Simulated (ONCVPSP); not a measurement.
# Transferability test, ONCV potential for oxygen

* Element: O (Z = 8)
* Generator: ONCVPSP 4.0.1
* Type: optimised norm-conserving Vanderbilt (ONCV)
* Functional: PBEsol
* Relativity: scalar-relativistic
* Frozen core: [He]
* Valence charge: 6
* Reference configuration: 2s2 2p2 (charge +2)
* Partial waves: 2s: rc 0.60 bohr, ncon 5, nbas 8, qcut 9.4 1/bohr, 2 projectors, debl 2.2 Ha; 2p: rc 1.75 bohr, ncon 4, nbas 8, qcut 8.1 1/bohr, 3 projectors, debl 1.1 Ha
* Local potential: polynomial inside 0.45 bohr (lpopt 4, dvloc0 1 Ha)
* Core correction: Teter function, fcfact 3.75, rcfact 1.55

In the p channel the program set the typed energies aside and used -1.584, 0.250, 1.350 Ha.

Energies are relative to the spin-unpolarised reference configuration 2s2 2p2; without spin polarisation the order of configurations can differ from experiment.

```csv
valence configuration,charge,ΔE all-electron (eV),error AE − PS (meV)
2s2 2p3,+1,-33.478,+182
2s2 2p1,+3,53.707,+365
```

(1) What are ΔE and the potential's error for 2s2 2p0?

(2) What are ΔE and the potential's error for 2s2 2p4?

Note: ghosts flagged at negative energy: s at -465.8 eV; GHOST(+) flags only above 600 eV. A true bound ghost makes a file unfit for plane-wave use.

Results:

(1) ΔE = 130.352 eV all-electron; the error (AE − PS) is +1935 meV.

(2) ΔE = -49.837 eV all-electron; the error (AE − PS) is +452 meV.
